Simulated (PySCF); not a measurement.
# Electron correlation in Pb⁺ (lead, charge +1)

[Xe] 4f14 5d10 6s2 6p1, 2P determinant. Calculation: PySCF 2.14, in aug-cc-pwCVTZ-PP with ECP60MDF (8s7p6d4f1g, 96 functions); a scalar-relativistic core potential. Frozen: 5s2 5p6 5d10; 3 electrons correlated.

```
  level  correlation energy (mhartree)
   CCSD                         -37.24
    (T)                          -0.46
CCSD(T)                         -37.70
```

Diagnostics: T1 = 0.0075, D1 = 0.0172, largest double amplitude 0.071.

Spin-orbit coupling, absent here, splits the open shell strongly.

Cost of the coupled-cluster step: about 16 core-seconds, for 3 correlated electrons.

Iterations:

```
CC2 = 0
CCSD nocc = (np.int64(2), np.int64(1)), nmo = (87, 87)
frozen orbitals [[0, 1, 2, 3, 4, 5, 6, 7, 8], [0, 1, 2, 3, 4, 5, 6, 7, 8]]
max_cycle = 100
direct = 0
conv_tol = 1e-08
conv_tol_normt = 1e-06
diis_space = 8
diis_start_cycle = 0
Init t2, MP2 energy = -0.0289511763307347
Init E_corr(UCCSD) = -0.0289511763322183
cycle = 1  E_corr(UCCSD) = -0.0345770692121261  dE = -0.00562589288  norm(t1,t2) = 0.0359539
cycle = 2  E_corr(UCCSD) = -0.0362807577331109  dE = -0.00170368852  norm(t1,t2) = 0.0134563
cycle = 3  E_corr(UCCSD) = -0.0372536517906666  dE = -0.000972894058  norm(t1,t2) = 0.00553303
cycle = 4  E_corr(UCCSD) = -0.0372400917243295  dE = 1.35600663e-05  norm(t1,t2) = 0.000610516
cycle = 5  E_corr(UCCSD) = -0.0372437137458888  dE = -3.62202156e-06  norm(t1,t2) = 8.40524e-05
cycle = 6  E_corr(UCCSD) = -0.037243089051747  dE = 6.24694142e-07  norm(t1,t2) = 1.12668e-05
cycle = 7  E_corr(UCCSD) = -0.0372432566439781  dE = -1.67592231e-07  norm(t1,t2) = 2.07354e-06
cycle = 8  E_corr(UCCSD) = -0.0372432387800204  dE = 1.78639576e-08  norm(t1,t2) = 4.56017e-07
cycle = 9  E_corr(UCCSD) = -0.0372432335015437  dE = 5.27847671e-09  norm(t1,t2) = 9.02942e-08
UCCSD converged
E(UCCSD) = -191.6322342642283  E_corr = -0.03724323350154374
UCCSD(T) correction = -0.000459816345518127
```
